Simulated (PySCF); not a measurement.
Screening by computed properties: pick the candidate that meets the target.

Each SMILES stands for a single optimised conformer of the isolated species, non-relativistic unless stated; the electronic structure was computed with PySCF and density fitting.

The conformers computed, where there is a choice (atom-mapped SMILES and torsion angles):
- `[CH2:1]=[C:2]([SiH3:3])/[CH:4]=[N:5]\[C:6]([CH3:7])=[O:8]`: C1–C2–C4–N5 -176°, C4–N5–C6–C7 116°
- `[CH3:1]/[CH:2]=[P:3]\[C:4]([F:5])([F:6])[F:7]`: C2–P3–C4–F5 -61°
- `[CH3:1][SiH2:2][c:3]1[cH:4][cH:5][c:6]([NH2:7])[o:8]1`: C1–Si2–C3–C4 128°, H–N7–C6–C5 -163°, H–N7–C6–C5 -31°
- `[CH3:1][N:2]1[CH2:3][CH2:4][Si@@:5]1([CH3:6])[NH2:7]`: H–N7–Si5–C4 -108°, H–N7–Si5–C4 37°
- `[CH2:1]=[CH:2][C@:3]([CH3:4])([NH2:5])[CH2:6][SiH3:7]`: C1–C2–C3–C4 118°, C2–C3–C6–Si7 156°, H–N5–C3–C2 -49°, H–N5–C3–C2 71°

The conformers of `O=CN[C@@H]1C=C[SiH2]C1` and `O[Si@]1(O[SiH3])OCCS1` aren't listed.

Problem. Wanted: smallest rotational constant between 1.2 GHz and 4 GHz (GFN2-xTB) and HOMO energy below -8 eV (CAM-B3LYP/def2-SVPD), at GFN2-xTB geometries. Which candidate meets both?
A. `C=C([SiH3])/C=N\C(C)=O`
B. `C/C=P\C(F)(F)F`
C. `FC1C=C1`
D. `N1(C)CC[Si@]1(N)C`
E. `Nc1oc(cc1)[SiH2]C`

Solution. B. Computed values:
```
               species  smallest rotational constant  HOMO energy
     Nc1oc(cc1)[SiH2]C                     0.851 GHz     -6.83 eV
C=C([SiH3])/C=N\C(C)=O                     0.982 GHz     -8.71 eV
        C/C=P\C(F)(F)F                     1.440 GHz     -9.11 eV
     N1(C)CC[Si@]1(N)C                     1.573 GHz     -7.31 eV
               FC1C=C1                     6.347 GHz     -9.87 eV
```

Problem. Wanted: lowest triplet excitation (Tamm–Dancoff) between 3.5 eV and 4.5 eV (TDA CAM-B3LYP/def2-SVPD) and HOMO–LUMO gap above 9 eV (CAM-B3LYP/def2-SVPD), at GFN2-xTB geometries. Which candidate meets both?
A. `FC1C=C1`
B. `O=C(C)/N=C\C([SiH3])=C`
C. `C(=P/C(F)(F)F)/C`
D. `C[SiH2]c1ccc(N)o1`
E. `C=C[C@](C)(N)C[SiH3]`
F. `O[Si@]1(O[SiH3])OCCS1`
G. `O=CN[C@@H]1C=C[SiH2]C1`

Solution. G. Computed values:
```
               species  lowest triplet excitation (Tamm–Dancoff)  HOMO–LUMO gap
      C(=P/C(F)(F)F)/C                                   2.76 eV        8.09 eV
O=C(C)/N=C\C([SiH3])=C                                   3.47 eV        7.81 eV
     C[SiH2]c1ccc(N)o1                                   3.60 eV        7.96 eV
O=CN[C@@H]1C=C[SiH2]C1                                   4.36 eV        9.37 eV
  C=C[C@](C)(N)C[SiH3]                                   4.57 eV        9.86 eV
               FC1C=C1                                   4.74 eV       10.57 eV
 O[Si@]1(O[SiH3])OCCS1                                   5.12 eV        8.55 eV
```

Problem. Wanted: electronic spatial extent ⟨r²⟩ about the centre of nuclear charge above 1300 bohr² (CAM-B3LYP/def2-SVPD) and lowest singlet excitation below 6.5 eV (TDDFT CAM-B3LYP/def2-SVPD), at GFN2-xTB geometries. Which candidate meets both?
A. `C[SiH2]C1=CC=C(N)O1`
B. `C1=CC1F`
C. `CN1CC[Si@@]1(C)N`
D. `N[C@](C=C)(C)C[SiH3]`
E. `C/C=P\C(F)(F)F`
F. `C=C([SiH3])/C=N\C(C)=O`

Solution. A. Computed values:
| species | electronic spatial extent ⟨r²⟩ about the centre of nuclear charge | lowest singlet excitation |
| --- | --- | --- |
| C1=CC1F | 223 bohr² | 6.19 eV |
| C/C=P\C(F)(F)F | 852 bohr² | 4.97 eV |
| CN1CC[Si@@]1(C)N | 988 bohr² | 5.66 eV |
| N[C@](C=C)(C)C[SiH3] | 1121 bohr² | 6.79 eV |
| C=C([SiH3])/C=N\C(C)=O | 1272 bohr² | 4.16 eV |
| C[SiH2]C1=CC=C(N)O1 | 1388 bohr² | 5.13 eV |

Problem. Wanted: dipole moment above 2.6 D (CAM-B3LYP/def2-SVPD) and static isotropic polarisability above 80 au (CAM-B3LYP/def2-SVPD), at GFN2-xTB geometries. Which candidate meets both?
A. `N1(C)CC[Si@@]1(C)N`
B. `C=C([SiH3])/C=N\C(C)=O`
C. `FC1C=C1`
D. `C/C=P\C(F)(F)F`

Solution. B. Computed values:
```
               species  dipole moment  static isotropic polarisability
    N1(C)CC[Si@@]1(C)N         0.88 D                          87.5 au
               FC1C=C1         2.38 D                          33.2 au
        C/C=P\C(F)(F)F         2.92 D                          65.6 au
C=C([SiH3])/C=N\C(C)=O         3.93 D                          99.1 au
```
